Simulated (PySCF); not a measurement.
# TcO3: double against triple zeta

Base calculation in PySCF with density fitting and no spin–orbit coupling, B3LYP/def2-SVP (scalar-relativistic core potentials): doublet, C3v, Tc–O 1.682 Å (×3); O–Tc–O 115.7° (×3); wavenumbers 178, 325 (×2), 1008 (×2), 1010 cm⁻¹; dipole moment 1.85 D, polar-tensor charge of Tc 1.74 e, atomisation energy (no zero-point energy) 1636 kJ/mol.

Task: What changes on going to B3LYP/def2-TZVP (scalar-relativistic core potentials)?

Result: The point group stays the same. Changes: mean bond to Tc +0.002 Å, smallest bond angle +0.1 degrees, highest wavenumber 0 cm⁻¹, lowest wavenumber +8 cm⁻¹, dipole moment +0.01 D, polar-tensor charge of Tc +0.06 e, atomisation energy (no zero-point energy) -17 kJ/mol. The new structure has Tc–O 1.684 Å (×3); O–Tc–O 115.8° (×3), with wavenumbers 186, 331 (×2), 1002 (×2), 1010 cm⁻¹. The geometry is nearly converged in the smaller basis.

Open d or f shells are single determinants, so the state found may not be the ground state. The structures come from searches over a few start shapes, so lower isomers are not excluded.
